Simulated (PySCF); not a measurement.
A GIAO shielding run with PySCF 2.14.0 with density-fitted response routines (density fitting, scalar relativity only through the core potential, gas phase) on `[F][Ir-3]([F])([F])([F])([F])[F]`, [F6Ir]3-:

```
{"job": {"kind": "nmr", "xc": "PBE0", "basis": {"default": "pcSseg-1", "Ir": "def2-TZVP"}}, "charge": -3, "multiplicity": 1}
Ir     0.000023     0.000022    -0.000013
F     -0.027014    -0.014369     2.056897
F      0.027111     0.014489    -2.056958
F      2.057011     0.008175     0.027095
F     -2.056902    -0.008388    -0.027062
F     -0.008204     2.057109     0.014215
F      0.007976    -2.057028    -0.014164
```

Hardware: 1 thread of an x86-64 server CPU, shared host. The job also computes population analyses, field gradients.

Question: How large is the calculation?

Answer: 74 electrons, 142 basis functions and 761 auxiliary functions.

Question: How long does it take?

Answer: 11 s of wall time, with 11 SCF cycles and 5 response iterations. Times on a shared host scatter by some tens of per cent.

Question: And these other runs on the same molecule and hardware: GIAO shielding at B3LYP/pcSseg-1 (def2-TZVP on Ir)?

Answer: B3LYP/pcSseg-1 (def2-TZVP on Ir): 142 functions, 11 s.
